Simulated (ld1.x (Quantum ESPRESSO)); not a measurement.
gallium (Ga): one change to an RRKJ potential, before and after

ld1.x (Quantum ESPRESSO) 7.5 input, shortened:

```
&input
   title='Ga', zed=31., rel=0, dft='PBESOL', iswitch=3,
   config='[Ar] 3d10 4s2 4p1'
 /
 &inputp
   pseudotype=2, tm=.false., rho0=0.01, lloc=2,
   nlcc=.false.
 /
3
4S  1  0   2.00   0.00  1.80  1.80  0.0
3P  2  1   6.00   0.00  0.60  0.60  0.0
3D  3  2  10.00   0.00  1.10  1.10  0.0
 &test
   configts(1)='3p6 3d10 4s2 4p1'
 /
```

Occupied shells without a wave of their own: 4p. They enter only through the test configuration that unscreens the potential.

Change: wave 3d (bound): rc 1.10 bohr becomes 3d (bound): rc 0.90 bohr.

Cutoffs: the cutoffs (Ry, on a coarse ladder) from which the occupation-weighted sum of valence levels, in a spherical-Bessel basis at the reference potential, stays within 10 and 1 mRy of its value at 400 Ry; they do not see the model core or the augmentation charge, which bear on the density cutoff. Errors are all-electron minus pseudo energies relative to the spin-unpolarised reference configuration.

Question: Predict the effect on cutoff, ghosts and configuration errors.

Answer: Both files keep a bound ghost (s); the number of tests that count goes from 7 to 6; of the 6 tests that both files solve, the error grows in 0 and shrinks in 6 by more than 15 % and 0.3 meV (median size 273.7 → 75.7 meV); the range in which the p phases agree widens (upper end -0.2 → at the end of the scan). Less of the atom is replaced, so other configurations are described better.

| quantity | base | changed |
| --- | --- | --- |
| cutoff, loose | over 300 Ry | over 300 Ry |
| cutoff, tight | over 300 Ry | over 300 Ry |
| loose cutoff by channel (10 mRy a level) | s 25 Ry, p 300 Ry, d 180 Ry | s 30 Ry, p 300 Ry, d 230 Ry |
| bound ghosts | s | s |
| largest miss of a reference level, eV | 0.13 | 0.04 |
| tests counted (converged, no solver errors) | 7 of 7 | 6 of 7 |
| error for 3p6 3d10 4s2 4p0, meV [ΔE 5.72 eV] | +213 | +58 |
| error for 3p6 3d10 4s1 4p0, meV [ΔE 26.48 eV] | +334 | +93 |
| error for 3p6 3d10 4s0 4p0, meV [ΔE 57.07 eV] | +446 | +101 |
| error for 3p6 3d10 4s1 4p2, meV [ΔE 6.26 eV] | -161 | -46 |
| error for 3p6 3d10 4s0 4p3, meV [ΔE 12.78 eV] | -373 | -115 |
| error for 3p6 3d10 4s2 4p1.3, meV [ΔE -0.54 eV] | -33 | -9.0 |
| s: phases at 1.96 bohr within 0.05 rad from the reference energy up to (Ry; the scan ends near 5) | 2.4 | 1.4 |
| p: phases at 1.96 bohr within 0.05 rad from the reference energy up to (Ry; the scan ends near 5) | -0.2 | to the end of the scan |
| d: phases at 1.96 bohr within 0.05 rad from the reference energy up to (Ry; the scan ends near 5) | 1.8 | 2.5 |

Base: ld1.x printed “convergence not achieved” for 5 of the counted tests; their residual had stalled under 1e-8, short of the target of 1e-14. The 4p level has no wave, so the channel is fitted at the deeper level alone: the likely source of the large errors. Changed file: Tests not counted: 3p6 3d9 4s2 4p2 (pseudo-atom not self-consistent, printed error -81 meV). ld1.x printed “convergence not achieved” for 4 of the counted tests; their residual had stalled under 1e-8, short of the target of 1e-14. A true bound ghost makes a file unfit for plane-wave use even where its test errors are small: the radial tests pick states by their node count and pass the ghost by.
